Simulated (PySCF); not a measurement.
Isomers of C7H11FSSi, mass 174.033 u with the commonest isotopes. Method used: PBE0/pcSseg-1 in PySCF (dipole) on a GFN2-xTB geometry, gas phase. One conformer each, none proved a minimum here; rigid rotors.

Question: Order these by out-of-plane moment Σ m c² = (Ia + Ib − Ic)/2, smallest first.
A. `[CH2:1]=[C:2]([CH3:3])[C@@H:4]1[CH2:5][Si@H:6]([F:7])[CH2:8][C:9]1=[S:10]` with C1–C2–C4–C5 31°, C2–C4–C5–Si6 -96°, C4–C5–Si6–F7 111°, C5–Si6–C8–C9 -16°, Si6–C8–C9–S10 -146°
B. `[CH3:1]/[CH:2]=[C:3]1/[SiH2:4][C@@H:5]([C:6]([CH3:7])=[S:8])[C@@H:9]1[F:10]` with Si4–C5–C6–C7 -97°
C. `[CH2:1]=[CH:2][CH2:3][C@@H:4]1[CH2:5][Si@@H:6]([F:7])[CH2:8][C:9]1=[S:10]` with C1–C2–C3–C4 116°, C2–C3–C4–C5 -66°, C3–C4–C5–Si6 -84°, C4–C5–Si6–F7 -132°, C5–Si6–C8–C9 -3°, Si6–C8–C9–S10 -155°
D. `[CH3:1][CH2:2][CH2:3][c:4]1[cH:5][c:6]([SiH3:7])[s:8][c:9]1[F:10]` with C1–C2–C3–C4 -64°, C2–C3–C4–C5 101°
E. `[F:1][Si@@H:2]1[CH2:3][C:4](=[S:5])[C@@H:6]([CH:7]2[CH2:8][CH2:9]2)[CH2:10]1` with C4–C6–C7–C8 -78°, F1–Si2–C3–C4 -108°, Si2–C3–C4–S5 153°, C3–C4–C6–C7 -79°, C6–C7–C8–C9 -109°

Answer: D (53.24 u·Å²), C (55.00 u·Å²), E (61.35 u·Å²), A (76.89 u·Å²), B (129.12 u·Å²).

Question: Order these by dipole moment, smallest first.
A. `[CH3:1][CH2:2][CH2:3][c:4]1[cH:5][c:6]([SiH3:7])[s:8][c:9]1[F:10]` with C1–C2–C3–C4 -64°, C2–C3–C4–C5 101°
B. `[CH3:1]/[CH:2]=[C:3]1/[SiH2:4][C@@H:5]([C:6]([CH3:7])=[S:8])[C@@H:9]1[F:10]` with Si4–C5–C6–C7 -97°
C. `[F:1][Si@@H:2]1[CH2:3][C:4](=[S:5])[C@@H:6]([CH:7]2[CH2:8][CH2:9]2)[CH2:10]1` with C4–C6–C7–C8 -78°, F1–Si2–C3–C4 -108°, Si2–C3–C4–S5 153°, C3–C4–C6–C7 -79°, C6–C7–C8–C9 -109°

Answer: A (1.51 D), B (3.07 D), C (3.24 D).

Question: Order these by rotational constant B, smallest first.
A. `[CH3:1]/[CH:2]=[C:3]1/[SiH2:4][C@@H:5]([C:6]([CH3:7])=[S:8])[C@@H:9]1[F:10]` with Si4–C5–C6–C7 -97°
B. `[CH3:1][CH2:2][CH2:3][c:4]1[cH:5][c:6]([SiH3:7])[s:8][c:9]1[F:10]` with C1–C2–C3–C4 -64°, C2–C3–C4–C5 101°
C. `[CH2:1]=[CH:2][CH2:3][C@@H:4]1[CH2:5][Si@@H:6]([F:7])[CH2:8][C:9]1=[S:10]` with C1–C2–C3–C4 116°, C2–C3–C4–C5 -66°, C3–C4–C5–Si6 -84°, C4–C5–Si6–F7 -132°, C5–Si6–C8–C9 -3°, Si6–C8–C9–S10 -155°
D. `[CH2:1]=[C:2]([CH3:3])[C@@H:4]1[CH2:5][Si@H:6]([F:7])[CH2:8][C:9]1=[S:10]` with C1–C2–C4–C5 31°, C2–C4–C5–Si6 -96°, C4–C5–Si6–F7 111°, C5–Si6–C8–C9 -16°, Si6–C8–C9–S10 -146°
E. `[F:1][Si@@H:2]1[CH2:3][C:4](=[S:5])[C@@H:6]([CH:7]2[CH2:8][CH2:9]2)[CH2:10]1` with C4–C6–C7–C8 -78°, F1–Si2–C3–C4 -108°, Si2–C3–C4–S5 153°, C3–C4–C6–C7 -79°, C6–C7–C8–C9 -109°

Answer: A (612.9 MHz), B (628.9 MHz), E (748.9 MHz), D (803.4 MHz), C (830.5 MHz).

```tsv
SMILES	point group	Ia (u·Å²)	Ib (u·Å²)	Ic (u·Å²)	κ	μa (D)	μb (D)	μc (D)
CCCc1cc([SiH3])sc1F	C1	343.71	803.60	1040.83	-0.71	0.20	1.46	0.32
F[Si@@H]1CC(=S)[C@@H](C2CC2)C1	C1	388.81	674.81	940.92	-0.44	0.70	2.99	1.04
C/C=C1/[SiH2][C@@H](C(C)=S)[C@@H]1F	C1	324.95	824.63	891.35	-0.91	1.32	2.72	0.57
C=CC[C@@H]1C[Si@@H](F)CC1=S	C1	509.50	608.50	1008.00	0.34	2.46	1.49	0.90
C=C(C)[C@@H]1C[Si@H](F)CC1=S	C1	381.18	629.08	856.49	-0.42	0.77	0.89	0.98
```
